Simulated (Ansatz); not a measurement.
```yaml
crystal:
  periodic: [false, false, false]
  atoms:
    - {symbol: O, position_ang: [-1.106308, 0.306401, 1.162093]}
    - {symbol: Sn, position_ang: [0.077734, 0.115655, -0.358100]}
    - {symbol: O, position_ang: [1.766990, -0.563636, 0.279290]}
    - {symbol: F, position_ang: [-0.760107, -1.157361, -1.502874]}
    - {symbol: Br, position_ang: [-1.730210, 0.158862, 1.238316]}
    - {symbol: H, position_ang: [-2.030210, 0.158862, 0.938316]}
    - {symbol: H, position_ang: [1.669780, -1.053282, 1.102269]}
basis:
  gaussian: {orbitals: def2-SVP, final_grid: {core_spheres: 5, valence_spheres: 4, degree: 11}}
hamiltonian: {xc: {name: HF}}
correlation: {method: rpa}
accuracy: high
```

```sh
$ ansatz run in.yaml --threads 4 --pin off --events-out ev --progress --plain --max-ram 10444MiB
```

Output, abridged:

```
Functional definition: HF
2312 factors; integrals over basis functions are off by at most 4.5e-9 eV
mean field evaluation 1: about -82153.7252 eV, gradient 6.6e1 eV
mean field evaluation 2: about -82154.3450 eV, gradient 6.6e1 eV
mean field evaluation 4: about -82161.5553 eV, gradient 5.9e0 eV
mean field evaluation 8: about -82161.6903 eV, gradient 8.1e-1 eV
mean field evaluation 16: about -82161.6958 eV, gradient 2.0e-8 eV
mean field -82161.69582861 eV, -3019.3866305039 hartree, gradient 1.2e-8 eV, S^2 0.000000; 0 other end points of the search recorded, 0 dependent functions left out
16 core orbitals not correlated, not the lowest: weight in the atoms' cores, before any rotation towards them, 0.983 or more for the frozen orbitals, at most 0.017 for the correlated occupied ones
reference -82161.69582861 eV, -3019.3866305039 hartree; 26, 26 occupied and 68, 68 virtual orbitals, 2312 factors
Total energy: -82187.63646698 eV, -3020.3399313808 hartree
```

Q: Something in this input is off. What?

A: One atom was put on top of another. The run converged. The result belongs to that input, not to the molecule as meant.
